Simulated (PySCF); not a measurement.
**Bonding in `[C]1[C]2[Si][C]12`**

Species: C3Si (singlet state).
Numbering: `[C:1]1[C:2]2[Si:3][C:4]12`

Geometry (PBE0-D3(BJ)/def2-SVP, Å), atoms numbered from 1 in this order:
```
atom  x, y, z in Å
C1    -1.295   -0.263   -0.241
C2    -0.011    0.142   -0.730
Si3    1.536    0.294    0.263
C4    -0.193   -0.199    0.674
```

Bond orders from the PBE0/pcSseg-1 density (PySCF). Geometry: PBE0-D3(BJ)/def2-SVP; no solvent, vibrations or thermal averaging.

(1) How far do the computed orders between heavy atoms stray from the drawn ones?

(2) Set the Mayer orders of the bonds beside their lengths.

## Answers

(1) The largest departure is 0.141, at C1–C2 (drawn single, 1.141) and C4–C1 (drawn single, 1.139). Drawn single, order above 1.12: C1–C2 (1.141) and C4–C1 (1.139).

(2) 
```
  bond  drawn as  length (Å)  Mayer order
 C1–C2    single       1.432        1.141
C2–Si3    single       1.844        0.938
Si3–C4    single       1.845        0.937
 C4–C1    single       1.433        1.139
 C4–C2    single       1.456        1.012
```

Bonds between the same two heavy elements. C–C: lowest C4–C2 (1.012, 1.456 Å), highest C1–C2 and C4–C1 (1.141, 1.432 Å). C–Si: all 2 within 0.02 of one another (0.937 to 0.938). Bonds named together lie within 0.004.

Problem. Sum the orders of all bonds at each heavy atom with more than one neighbour and set the sums beside the valence in the SMILES.

Solution. C1 2.280 (drawn 2), C2 3.091 (drawn 3), Si3 1.875 (drawn 2), C4 3.088 (drawn 3). Orders between atoms that aren't bonded are not in these sums.

The Mayer order sums products of elements of PS (density times overlap matrix) between the two atoms' basis functions, so it depends on the basis set.
